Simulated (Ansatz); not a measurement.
A nudged elastic band was laid between two geometries of CH5BClNSSi (11 atoms, charge 0, multiplicity 1).

The calculation used RKS PBE-D4/cc-pVDZ (Ansatz).

```
movable images  : 5
climbing image  : yes
spring          : 5.0 eV/Å²
optimiser       : quadratic models (default)
start path      : through a guess of the saddle point
force threshold : 0.03 eV/Å
iteration limit : 60
end points      : relaxed
```

Image 0:

```xyz
11
Properties=species:S:1:pos:R:3
N -0.872 -0.396 -0.971
C 0.533 0.190 -1.013
S 1.699 -0.974 -0.220
Si 0.610 -0.221 1.590
B -0.443 0.709 0.136
Cl -1.447 2.218 0.111
H -0.937 -1.413 -0.818
H -1.511 -0.045 -1.697
H 0.819 0.607 -1.993
H 0.084 -1.352 2.451
H 1.531 0.620 2.445
```

Image 6:

```xyz
11
Properties=species:S:1:pos:R:3
N -0.969 -0.835 -1.527
C -0.041 -0.405 -0.685
S 1.204 -1.453 -0.033
Si 0.902 0.106 1.597
B 0.008 1.029 -0.010
Cl -1.600 1.952 -0.039
H -1.030 -1.800 -1.859
H -1.709 -0.170 -1.781
H 0.954 1.647 -0.492
H 0.105 -0.618 2.659
H 2.240 0.490 2.190
```

(1) What changes between the two ends?

(2) Give the energies along the band, and the barrier.

(3) What is the geometry of the highest image?

Answers

(1) Bonds broken: N1–B5, C2–H9. Bonds formed: B5–H9.

(2) The run converged. The highest image is number 4 of 0 to 6, 0.71 eV above the first end and 1.04 eV above the last; the last end lies 0.33 eV below the first. The profile has 2 maxima (images 1, 4) with wells between them (image 3): this band takes more than one step, which may be the mechanism or a detour left from its start path. A vibrational analysis at the climbing image gives one clearly imaginary mode, 435i cm⁻¹: a first-order saddle point. The orbitals stay closed-shell, which can raise the energy where a bond breaks towards radicals; this wasn't checked here.

```json
{"image": "0", "path coordinate (Å)": "0.00", "energy (eV)": "0.00", "N1–B5 (Å)": "1.62", "C2–H9 (Å)": "1.10", "B5–H9 (Å)": "2.48"}
{"image": "1", "path coordinate (Å)": "1.45", "energy (eV)": "0.54", "N1–B5 (Å)": "2.29", "C2–H9 (Å)": "1.11", "B5–H9 (Å)": "2.39"}
{"image": "2", "path coordinate (Å)": "2.90", "energy (eV)": "0.46", "N1–B5 (Å)": "2.56", "C2–H9 (Å)": "1.11", "B5–H9 (Å)": "2.27"}
{"image": "3", "path coordinate (Å)": "4.35", "energy (eV)": "0.14", "N1–B5 (Å)": "2.64", "C2–H9 (Å)": "1.10", "B5–H9 (Å)": "2.18"}
{"image": "4", "path coordinate (Å)": "5.81", "energy (eV)": "0.71", "N1–B5 (Å)": "2.67", "C2–H9 (Å)": "1.21", "B5–H9 (Å)": "1.65"}
{"image": "5", "path coordinate (Å)": "6.83", "energy (eV)": "-0.12", "N1–B5 (Å)": "2.60", "C2–H9 (Å)": "2.01", "B5–H9 (Å)": "1.24"}
{"image": "6", "path coordinate (Å)": "7.86", "energy (eV)": "-0.33", "N1–B5 (Å)": "2.59", "C2–H9 (Å)": "2.29", "B5–H9 (Å)": "1.23"}
```

(3) 
```xyz
11
Properties=species:S:1:pos:R:3
N -0.923 -0.815 -1.668
C -0.133 -0.321 -0.625
S 1.016 -1.529 0.234
Si 0.910 0.079 1.755
B -0.378 0.816 0.380
Cl -1.524 2.156 0.158
H -0.399 -1.145 -2.486
H -1.662 -0.161 -1.949
H 0.638 0.575 -0.898
H 0.283 -0.427 3.033
H 2.238 0.716 2.087
```

Run time: 7.4 min on 2 threads of Arm Neoverse V1, on a shared host, peak memory 0.21 GiB.
